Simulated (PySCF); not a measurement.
Job file and geometry (Å, from GFN2-xTB) of an NMR shielding run on SMILES C=CC[C@H](CCl)[Si](Cl)(Cl)Cl, C5H8Cl4Si, GIAO PBE0/pcSseg-1 NMR shielding, non-relativistic, gas phase in PySCF; density fitting, a coarse starting grid and PySCF grid level 2 are the driver's defaults:

```
$ OMP_NUM_THREADS=1 python probes_run.py task.json out

{"job": {"kind": "nmr", "xc": "PBE0", "basis": "pcSseg-1"}, "charge": 0, "multiplicity": 1}
C      2.327526     1.094674     0.170230
C      1.598496    -0.003619     0.109672
C      0.527736    -0.353982     1.093484
C     -0.882076    -0.409834     0.471661
C     -1.038927    -1.587432    -0.482993
Cl    -0.832725    -3.141860     0.379028
Si    -1.376019     1.242739    -0.383282
Cl    -0.882522     2.795373     0.802182
Cl    -0.476274     1.437380    -2.179980
Cl    -3.382280     1.235207    -0.662688
H      3.096304     1.309082    -0.551991
H      2.188080     1.824772     0.950417
H      1.769262    -0.722043    -0.680321
H      0.745433    -1.334492     1.524689
H      0.525557     0.379940     1.900595
H     -1.583345    -0.576156     1.297736
H     -0.295745    -1.568797    -1.277792
H     -2.037239    -1.614634    -0.918964
```

Problem. What does the program print?

Solution. 
```
coarse grid: 18512 points
cycle   1  E = -2324.5766831766  dE =  1.229e+00  |g| = 5.195e-01  |ddm| = 4.027e+00
cycle   2  E = -2324.5519004514  dE =  2.478e-02  |g| = 6.273e-01  |ddm| = 1.316e+00
cycle   3  E = -2324.6501028889  dE = -9.820e-02  |g| = 7.768e-02  |ddm| = 7.837e-01
cycle   4  E = -2324.6513168901  dE = -1.214e-03  |g| = 3.793e-02  |ddm| = 1.165e-01
cycle   5  E = -2324.6516605273  dE = -3.436e-04  |g| = 1.154e-02  |ddm| = 4.563e-02
cycle   6  E = -2324.6516919764  dE = -3.145e-05  |g| = 3.363e-03  |ddm| = 1.325e-02
cycle   7  E = -2324.6516945944  dE = -2.618e-06  |g| = 1.112e-03  |ddm| = 3.450e-03
final grid: 157928 points
cycle   8  E = -2324.7073351834  dE = -6.429e-05  |g| = 9.171e-03  |ddm| = 3.669e-02
cycle   9  E = -2324.7073299936  dE =  5.190e-06  |g| = 9.592e-03  |ddm| = 1.636e-02
cycle  10  E = -2324.7073530254  dE = -2.303e-05  |g| = 1.639e-03  |ddm| = 9.821e-03
cycle  11  E = -2324.7073535760  dE = -5.505e-07  |g| = 4.417e-04  |ddm| = 2.114e-03
cycle  12  E = -2324.7073536238  dE = -4.782e-08  |g| = 1.059e-04  |ddm| = 4.846e-04
cycle  13  E = -2324.7073536262  dE = -2.376e-09  |g| = 4.510e-05  |ddm| = 1.195e-04
cycle  14  E = -2324.7073536267  dE = -4.948e-10  |g| = 8.877e-06  |ddm| = 4.289e-05
converged SCF energy = -2324.7073536267

GIAO shielding tensors (ppm)
atom      isotropic    diamagn.    paramagn.     s11        s22        s33       span
  0 C       58.599     253.387    -194.787    -54.697     71.462    159.033    213.730
  1 C       45.200     258.529    -213.328    -81.535     46.476    170.660    252.195
  2 C      153.065     246.896     -93.831    141.380    149.497    168.317     26.937
  3 C      139.892     254.763    -114.871    127.414    131.482    160.781     33.366
  4 C      138.377     246.747    -108.370    102.273    136.745    176.113     73.841
  5 Cl     859.393    1146.109    -286.716    660.948    835.638   1081.592    420.644
  6 Si     322.887     874.846    -551.959    315.652    323.660    329.351     13.699
  7 Cl     824.408    1148.459    -324.051    712.593    805.837    954.795    242.203
  8 Cl     803.387    1148.721    -345.334    697.585    800.547    912.030    214.445
  9 Cl     818.909    1146.717    -327.808    702.939    786.511    967.278    264.338
 10 H       26.183      29.502      -3.319     22.509     25.476     30.564      8.055
 11 H       26.009      31.448      -5.439     21.137     25.790     31.101      9.964
 12 H       25.559      32.717      -7.159     21.578     25.302     29.797      8.218
 13 H       28.507      30.194      -1.686     22.883     29.215     33.423     10.540
 14 H       29.455      32.670      -3.215     26.297     28.329     33.740      7.443
 15 H       30.059      32.165      -2.105     27.143     29.586     33.449      6.307
 16 H       27.991      30.427      -2.436     21.994     28.987     32.993     10.999
 17 H       27.892      29.120      -1.227     20.036     29.917     33.724     13.688
```

Problem. Turn these shieldings into chemical shifts. δ = σ(ref) − σ, references computed at the same level: TMS for 13C (σref 186.93), 29Si (σref 349.16), 1H (σref 31.72); 35Cl (σref 949.78) against HCl.

Solution. Averaging equivalent atoms: C 1: 141.7; C 0: 128.3; C 4: 48.5; C 3: 47.0; C 2: 33.9; Cl 7/8/9: 134; Cl 5: 90; Si 6: 26.3; H 12: 6.16; H 11: 5.71; H 10: 5.53; H 17: 3.82; H 16: 3.73; H 13: 3.21; H 14: 2.26; H 15: 1.66 ppm. 

Size and cost of the density-fitted run: 245 basis functions, 2 min wall time on 1 thread of an Arm Neoverse N1, shared host; peak memory 1.2 GiB.
